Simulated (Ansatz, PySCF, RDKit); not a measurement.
Noncovalent pair: CH4O (SMILES CO) (first 6 atoms) with CH2F2 (SMILES FCF); geometry from B3LYP-D3(BJ)/def2-TZVP, rigid monomers moved along the line of their centres of mass till O2···H11 is 2.62 Å.
(charge 0, multiplicity 1):
```csv
atom,x (Å),y (Å),z (Å)
C,0.3873,-0.5809,0.4249
O,0.2626,0.7548,0.9094
H,-0.2698,-0.7641,-0.4311
H,0.0922,-1.2381,1.2403
H,1.4182,-0.8170,0.1429
H,0.5396,1.3643,0.2184
F,0.0094,-1.1082,4.2113
C,0.2703,0.2103,4.4735
F,1.4111,0.2761,5.2208
H,-0.5547,0.6091,5.0663
H,0.4285,0.7245,3.5268
```

Monomers are frozen at their geometry in the pair; levels with a basis set take the counterpoise correction. Rows marked so take none. RDKit's UFF carries no charges.

Frozen-core correlation. Rows in 3-21G carry no dispersion term and start afresh at each structure.

Codes used: Ansatz (Gaussian orbitals); PySCF for 3-21G rows; RDKit for the force fields. Values without a source in brackets are computed.

Predict the interaction energy from UFF.

-2 kJ/mol

Predict the interaction energy from HF/3-21G (no counterpoise).

-23 kJ/mol

Estimate the interaction energy that CCSD(T)/aug-cc-pVDZ returns for this input.

-11 kJ/mol

Ansatz is an electronic-structure program.
